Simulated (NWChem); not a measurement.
**Atomisation of ditellurium (Te₂)**

```xyz
2

Te     0.0000     0.0000     1.2982
Te     0.0000     0.0000    -1.2982
```
Charge 0, spin multiplicity 3.

All runs are NWChem calculations. All single points use one geometry, from UB3LYP/def2-SVP with def2 effective core potentials on Te, a minimum by its harmonic frequencies.

Basis set: def2-TZVP. The atomisation energy is electronic alone: no zero-point, thermal, spin-orbit or counterpoise terms. No value is extrapolated to the basis-set limit. Free atoms are single determinants with multiplicities Te 3. Correlated methods freeze the same cores in atoms and molecule, 8 orbitals in all.

| method | atomisation energy (kcal/mol) | relative cost |
|---|---|---|
| B3LYP | 68.7 | 1 |
| PBE | 78.3 | under 3 |
| PBE0 | 69.8 | under 3 |
| TPSS | 76.0 | under 3 |
| r2SCAN | 72.0 | under 3 |
| HF | 20.5 | under 3 |
| MP2 | 66.4 | 4 |
| CAM-B3LYP | 62.3 | 10 |

The values span 57.8 kcal/mol, from HF (lowest) to PBE (highest). The cost column gives rough processor time relative to B3LYP; each entry includes its own SCF. Costs are the molecule's.

Effective core potentials replace the inner electrons of Te; spin-orbit coupling is left out. B3LYP has NWChem's definition, with VWN1-RPA local correlation. GW and range-separated runs recompute their integrals, the others keep them in memory, which bears on the times. The unpaired electrons of the parent sit in orbitals of symmetry b2g and b3g (D2h labels of the run); other states weren't searched. No SCF solution was tested for a lower state. Open-shell Hartree-Fock references start from PBE0 orbitals; any time given for them includes that run.
